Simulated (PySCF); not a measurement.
## EPR parameters of C7H10F

Species: C₇H₁₀F (doublet state).
SMILES with atom numbers: `[F:1][C@@H:2]1[CH2:3][C:4]2[CH2:5][CH2:6][C@H:7]2[CH2:8]1` (hydrogens: H9 on C2; H10, H11 on C3; H12, H13 on C5; H14, H15 on C6; H16 on C7; H17, H18 on C8)

Cartesian coordinates in Å at the GFN2-xTB level; atoms count from 1:
```xyz
18
C7H10F angstrom
F     -2.9249   -0.3254   -0.1594
C     -1.5513   -0.3860   -0.2450
C     -0.9111   -0.6787    1.1289
C      0.4226   -0.0298    1.0261
C      1.6590   -0.7016    0.4972
C      1.5657    0.2260   -0.7321
C      0.4204    1.0207   -0.0611
C     -0.9675    0.9602   -0.7003
H     -1.3319   -1.1904   -0.9568
H     -1.5249   -0.1928    1.8936
H     -0.8607   -1.7440    1.3509
H      2.5530   -0.5241    1.0951
H      1.5728   -1.7738    0.3143
H      1.2391   -0.2944   -1.6290
H      2.4618    0.8019   -0.9522
H      0.7043    2.0358    0.2138
H     -0.9331    1.0457   -1.7856
H     -1.6020    1.7569   -0.3100
```

The hyperfine couplings belong to this conformer and change with its torsions.

Method used: PySCF, UKS B3LYP, pcH-1 on C F H, non-relativistic, mean-field spin-orbit, GIAO. Isolated species at its GFN2-xTB geometry (one conformer only). Couplings are sensitive to structure, and on GFN2-xTB geometries they can be far from those on DFT ones. Stability of the SCF solution: not tested.

```
g1, g2, g3                      : 2.00218, 2.00288, 2.00295
g_iso                           : 2.00267
Form of g                       : close to axial: the two nearest values differ by 9 % of g3 − g1
⟨S²⟩                            : 0.7534 (exact 0.7500)
HOMO–LUMO gap, α and β orbitals : 6.32, 6.75 eV
Total energy                    : -372.54037 Eh
Basis functions                 : 300
```

Isotropic coupling and dipolar principal values T1 to T3, in G; ρ(0) is the spin density at the nucleus (MHz turned into gauss with g_iso; 10 G = 1 mT):

```json
{"atom": "F1", "isotope": "19F", "a_iso": "1.7", "T1": "-5.9", "T2": "-4.6", "T3": "10.5", "Mulliken spin population": "0.00", "ρ(0) (bohr⁻³)": "0.0011"}
{"atom": "C2", "isotope": "13C", "a_iso": "19.5", "T1": "-1.5", "T2": "-1.2", "T3": "2.7", "Mulliken spin population": "0.04", "ρ(0) (bohr⁻³)": "0.0485"}
{"atom": "C3", "isotope": "13C", "a_iso": "-4.6", "T1": "-1.0", "T2": "-0.4", "T3": "1.4", "Mulliken spin population": "-0.06", "ρ(0) (bohr⁻³)": "-0.0114"}
{"atom": "C4", "isotope": "13C", "a_iso": "77.7", "T1": "-26.9", "T2": "-26.4", "T3": "53.3", "Mulliken spin population": "0.94", "ρ(0) (bohr⁻³)": "0.1938"}
{"atom": "C5", "isotope": "13C", "a_iso": "-5.3", "T1": "-1.8", "T2": "-0.7", "T3": "2.5", "Mulliken spin population": "-0.05", "ρ(0) (bohr⁻³)": "-0.0132"}
{"atom": "C6", "isotope": "13C", "a_iso": "18.5", "T1": "-1.3", "T2": "-1.0", "T3": "2.3", "Mulliken spin population": "0.03", "ρ(0) (bohr⁻³)": "0.0460"}
{"atom": "C7", "isotope": "13C", "a_iso": "-5.6", "T1": "-1.5", "T2": "-0.7", "T3": "2.2", "Mulliken spin population": "-0.05", "ρ(0) (bohr⁻³)": "-0.0140"}
{"atom": "C8", "isotope": "13C", "a_iso": "6.5", "T1": "-0.9", "T2": "-0.6", "T3": "1.5", "Mulliken spin population": "0.02", "ρ(0) (bohr⁻³)": "0.0162"}
{"atom": "H9", "isotope": "1H", "a_iso": "-0.9", "T1": "-1.1", "T2": "-0.8", "T3": "1.9", "Mulliken spin population": "0.00", "ρ(0) (bohr⁻³)": "-0.0005"}
{"atom": "H10", "isotope": "1H", "a_iso": "31.1", "T1": "-2.0", "T2": "-1.8", "T3": "3.8", "Mulliken spin population": "0.03", "ρ(0) (bohr⁻³)": "0.0195"}
{"atom": "H11", "isotope": "1H", "a_iso": "1.9", "T1": "-1.7", "T2": "-1.3", "T3": "3.0", "Mulliken spin population": "0.00", "ρ(0) (bohr⁻³)": "0.0012"}
{"atom": "H12", "isotope": "1H", "a_iso": "30.4", "T1": "-2.1", "T2": "-1.8", "T3": "3.9", "Mulliken spin population": "0.03", "ρ(0) (bohr⁻³)": "0.0190"}
{"atom": "H13", "isotope": "1H", "a_iso": "13.5", "T1": "-1.8", "T2": "-0.9", "T3": "2.7", "Mulliken spin population": "0.02", "ρ(0) (bohr⁻³)": "0.0085"}
{"atom": "H14", "isotope": "1H", "a_iso": "-0.1", "T1": "-1.2", "T2": "-0.8", "T3": "2.0", "Mulliken spin population": "0.00", "ρ(0) (bohr⁻³)": "-0.0001"}
{"atom": "H15", "isotope": "1H", "a_iso": "5.5", "T1": "-1.1", "T2": "-0.7", "T3": "1.7", "Mulliken spin population": "0.01", "ρ(0) (bohr⁻³)": "0.0035"}
{"atom": "H16", "isotope": "1H", "a_iso": "23.6", "T1": "-2.0", "T2": "-1.6", "T3": "3.6", "Mulliken spin population": "0.03", "ρ(0) (bohr⁻³)": "0.0148"}
{"atom": "H17", "isotope": "1H", "a_iso": "-0.5", "T1": "-0.8", "T2": "-0.6", "T3": "1.4", "Mulliken spin population": "0.00", "ρ(0) (bohr⁻³)": "-0.0003"}
{"atom": "H18", "isotope": "1H", "a_iso": "-0.2", "T1": "-0.9", "T2": "-0.7", "T3": "1.5", "Mulliken spin population": "0.00", "ρ(0) (bohr⁻³)": "-0.0001"}
```

Largest spin populations (Mulliken): C4 (+0.94) and C3 (-0.06). C4 is the only atom above +0.15. The angles at C4 add up to 328.5°, so it is pyramidal.

Under fast tumbling the dipolar parts average out, and these isotropic splittings remain (the largest six): 1 × 1H (H10, I = 1/2, 2 lines) with 3.11 mT, 1 × 1H (H12, I = 1/2, 2 lines) with 3.04 mT, 1 × 1H (H16, I = 1/2, 2 lines) with 2.36 mT, 1 × 1H (H13, I = 1/2, 2 lines) with 1.35 mT, 1 × 1H (H15, I = 1/2, 2 lines) with 0.55 mT and 1 × 1H (H11, I = 1/2, 2 lines) with 0.19 mT.

The 13C coupling of C4 (217.8 MHz) shows only in satellite lines or after enrichment, since that isotope makes up about 1.07 % of natural carbon.

The spin density at the nucleus, in bohr⁻³, is negative for C7 (-0.0140), C5 (-0.0132) and C3 (-0.0114), for instance. A restricted open-shell determinant has no negative spin density anywhere; here it arises because α and β orbitals differ (spin polarisation).
